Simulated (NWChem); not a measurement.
# C$_{4}$H$_{5}$NO; SMILES Nc1ccco1

```xyz
11

N     -0.0357    -2.0281    -0.0722
C      0.0953    -0.6595    -0.0069
C      1.1738     0.1856     0.0127
C      0.6191     1.5082    -0.0054
C     -0.7306     1.3639    -0.0281
O     -1.0523     0.0368    -0.0306
H      0.7807    -2.5345     0.2459
H     -0.8893    -2.3775     0.3498
H      2.2230    -0.0978     0.0322
H      1.1667     2.4486     0.0043
H     -1.5667     2.0563    -0.0380
```
Atoms are numbered in this order, from 1.

Structure relaxed at the PBE0/def2-SVP level.

Give the principal values of the shielding tensors (ppm) of N1, C2, C3, C4, C5 from B3LYP/6-31G* (spherical d), GIAO (NWChem), with their diamagnetic and paramagnetic parts as GIAO splits them.


| atom | σ11 | σ22 | σ33 | isotropic | diamagnetic | paramagnetic |
|---|---|---|---|---|---|---|
| N1 | 179.9 | 194.8 | 249.9 | 208.2 | 324.3 | -116.1 |
| C2 | -16.9 | 53.6 | 106.4 | 47.7 | 248.8 | -201.1 |
| C3 | 65.2 | 107.6 | 164.2 | 112.4 | 257.1 | -144.7 |
| C4 | 9.0 | 80.6 | 162.0 | 83.9 | 256.1 | -172.2 |
| C5 | 5.9 | 83.9 | 116.5 | 68.8 | 254.6 | -185.9 |
